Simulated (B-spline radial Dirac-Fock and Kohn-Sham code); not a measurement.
**Kα1 satellite and hypersatellite shifts, Cu to Mo**

The computed values come from an atomic code on a B-spline grid: relaxed Dirac-Fock hole states (ΔSCF) with Breit and QED corrections and a finite nucleus. Shifts of the K-L3 line in eV with one spectator hole, averages over J within each jj subconfiguration of free neutral atoms, not observable levels.

| Z | element | Kα1 (eV) | 1s hole | 2p3/2 hole | 3d5/2 hole |
| --- | --- | --- | --- | --- | --- |
| 29 | Cu | 8047.2 | +310.3 | +31.7 | -0.45 |
| 30 | Zn | 8638.1 | +322.2 | +33.0 | -0.56 |
| 31 | Ga | 9250.9 | +334.3 | +34.3 | -0.69 |
| 32 | Ge | 9885.6 | +346.5 | +35.6 | -0.79 |
| 36 | Kr | 12646.8 | +396.7 | +40.9 | -1.06 |
| 37 | Rb | 13393.7 | +409.7 | +42.4 | -1.04 |
| 38 | Sr | 14163.5 | +422.8 | +43.8 | -1.00 |
| 40 | Zr | 15773.4 | +449.7 | +46.9 | -0.80 |
| 41 | Nb | 16613.8 | +463.5 | +48.5 | -0.65 |
| 42 | Mo | 17477.8 | +477.4 | +50.0 | -0.56 |
